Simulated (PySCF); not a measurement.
## Radial density of Se⁺ (selenium, charge +1)

wB97M-V, [Ar] 3d10 4s1 4p4, high-spin 4P determinant (an excited configuration). All numbers are calculated (PySCF 2.14, the spin-free X2C one-electron Hamiltonian (Gaussian nucleus), in aug-cc-pVQZ-DK (8s7p5d3f2g, 93 functions)).

```
r (bohr)  4πr²ρ (e/bohr)  4πr²(ρα − ρβ)
0.000936          0.4943         0.0004
 0.00157           1.204         0.0009
 0.00265           2.854         0.0022
 0.00445           6.496         0.0049
 0.00749           13.74         0.0103
  0.0126           25.61         0.0187
  0.0212           38.45         0.0266
  0.0356           41.35         0.0288
  0.0600           34.32         0.0514
   0.101           43.10         0.1293
   0.170           45.99         0.0493
   0.285           26.19         0.0630
   0.480           33.04         0.3068
   0.807           14.88         0.0825
    1.36           3.995         1.7375
    2.28           2.114         1.2195
    3.84          0.2367         0.0965
    6.46        0.002410         0.0003
```

Densities and radii are taken from the X2C orbitals without a picture-change correction, which distorts them close to the nucleus.
